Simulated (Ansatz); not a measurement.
Consider the formal loss of a carbene: `C[SiH](O)CS` → `[CH2]` (triplet) + `C[SiH](O)S`.

Isolated molecules relaxed with PBE0-D4/def2-TZVP in Ansatz; ΔE leaves out vibrations. CCSD(T)/CBS is the MP2 limit (def2-TZVPP, def2-QZVPP) plus CCSD(T) − MP2 in def2-TZVPP, frozen cores. This one scheme is used for every species. Functionals use def2-TZVPP. B3LYP here is the variant with VWN-RPA as its local correlation; programs differ in this. Triplets are unrestricted, without spin–orbit coupling. Each species was taken in one conformer, which may not be the lowest.

```
         level  ΔE (kcal/mol)
      B3LYP-D4           83.3
       ωB97X-V           87.4
 HF/def2-QZVPP           47.8
CCSD/CBS(def2)           82.0
```

(1) What does CCSD(T)/CBS give? (An estimate is asked.)

Largest T1 diagnostic among the species: 0.011.

Answers

(1) Computed: +85.0 kcal/mol. The listed levels differ from it by -1.7, 2.4, -37.2, -3.0 kcal/mol.

In def2-TZVPP, CCSD(T) changes the Hartree–Fock value by +34.5 kcal/mol (the triples alone add +3.0 kcal/mol) and MP2 by +37.0 kcal/mol. From PBE to PBE0 (25 % exact exchange), in def2-TZVPP and without D4, ΔE moves by −2.2 kcal/mol. The D4 term adds +3.3 kcal/mol with B3LYP and +1.8 kcal/mol with PBE0; it sums over pairs of atoms, weighted by their polarisabilities, and B3LYP, whose exchange is more repulsive, gets the larger term.
